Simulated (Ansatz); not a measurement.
Ansatz (a quantum-chemistry and plane-wave program) input (CCSD(T)/cc-pVQZ):

Ansatz 0.2 input:
```yaml
crystal:
  periodic: [false, false, false]
  atoms:
    - {symbol: B, position_ang: [0.00000000, 0.00000000, 0.00000000]}
    - {symbol: H, position_ang: [0.00000000, 0.00000000, 1.17438077]}
    - {symbol: H, position_ang: [-0.00000000, -0.00000000, -1.17438077]}
basis:
  gaussian:
    orbitals: cc-pVQZ
total_charge: 1
magnetization: {spin_polarized: false}
correlation: {method: ccsd_t, electrons: outside_noble_gas}
```

End of the output:

```
integrals: 0.16 GiB planned
669 factors; integrals over basis functions are off by at most 1.3e-3 eV
mean field: 0.19 GiB planned
mean field evaluation 1: about -693.0337 eV, gradient 8.3e0 eV
mean field evaluation 2: about -693.0332 eV, gradient 8.3e0 eV
mean field evaluation 4: about -693.3581 eV, gradient 1.4e-1 eV
mean field evaluation 8: about -693.3583 eV, gradient 8.8e-5 eV
mean field -693.35826665 eV, -25.4804463244 hartree, gradient 9.9e-7 eV, S^2 0.000000; 0 other end points of the search recorded, 0 dependent functions left out
1 core orbitals not correlated
reference -693.35826665 eV, -25.4804463244 hartree; 2, 2 occupied and 112, 112 virtual orbitals, 669 factors
second order -1.99136859 eV of doubles, -0.00000000 eV of singles
coupled cluster: 0.37 GiB planned
cycle   1  -2.27956228 eV  change   -2.9e-1 eV  update   3.8e-2
cycle   2  -2.41457716 eV  change   -1.4e-1 eV  update   1.4e-2
cycle   3  -2.41366477 eV  change    9.1e-4 eV  update   2.3e-3
cycle   4  -2.41423511 eV  change   -5.7e-4 eV  update   7.6e-4
cycle   5  -2.41422415 eV  change    1.1e-5 eV  update   2.6e-4
cycle   6  -2.41416964 eV  change    5.5e-5 eV  update   5.6e-5
cycle   7  -2.41419568 eV  change   -2.6e-5 eV  update   1.5e-5
cycle   8  -2.41419844 eV  change   -2.8e-6 eV  update   3.5e-6
perturbative correction -0.02781156 eV, -0.0010220561 hartree
Total energy: -695.80027665 eV, -25.5701885366 hartree
```
